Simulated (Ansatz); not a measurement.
One change: `[OH][Y]([OH])[Cl]` becomes `[CH3][Y]([OH])[OH]`.

Ansatz, PBE0-D4/def2-TZVP geometries, multiplicity 1. Each molecule was computed in one conformer, which needn't be the lowest.

Elements past krypton have def2 core potentials.

```tsv
property	`[OH][Y]([OH])[Cl]`
ideal-gas entropy at 298 K and 1 bar (rigid rotor, harmonic PBE0-D4/def2-TZVP) / J/(mol·K)	356
size of the dipole moment (ωB97M-V/def2-TZVPP) / D	3.52
HOMO energy (B3LYP/def2-TZVPP) / eV	-7.97
LUMO energy (B3LYP/def2-TZVPP) / eV	-2.19
HOMO energy (PBE/def2-TZVPP) / eV	-6.81
LUMO energy (ωB97M-V/def2-TZVPP) / eV	-0.52
```

**Question.** What does the change do to each property? (Estimate.)

**Answer.** Ansatz gave: 
```
                                                                                  property  `[CH3][Y]([OH])[OH]`  shift
ideal-gas entropy at 298 K and 1 bar (rigid rotor, harmonic PBE0-D4/def2-TZVP) / J/(mol·K)                   389     33
                                        size of the dipole moment (ωB97M-V/def2-TZVPP) / D                  2.47  -1.05
                                                       HOMO energy (B3LYP/def2-TZVPP) / eV                 -6.01   1.96
                                                       LUMO energy (B3LYP/def2-TZVPP) / eV                 -1.85   0.34
                                                         HOMO energy (PBE/def2-TZVPP) / eV                 -4.99   1.82
                                                     LUMO energy (ωB97M-V/def2-TZVPP) / eV                 -0.30   0.22
```

With PBE0 the HOMO rises by 2.02 eV and the LUMO rises by 0.35 eV, so the gap narrows by about 1.67 eV. PBE moves the HOMO by 1.82 eV and ωB97M-V by 2.04 eV. The zero-point energy changes by 84.0 kJ/mol with +9 modes. Dipoles are sizes alone; their direction can turn. Modes under 60 cm⁻¹, often nearly free rotors, make the harmonic entropy too high.

B3LYP here is the variant with VWN-RPA as its local correlation; programs differ in this.
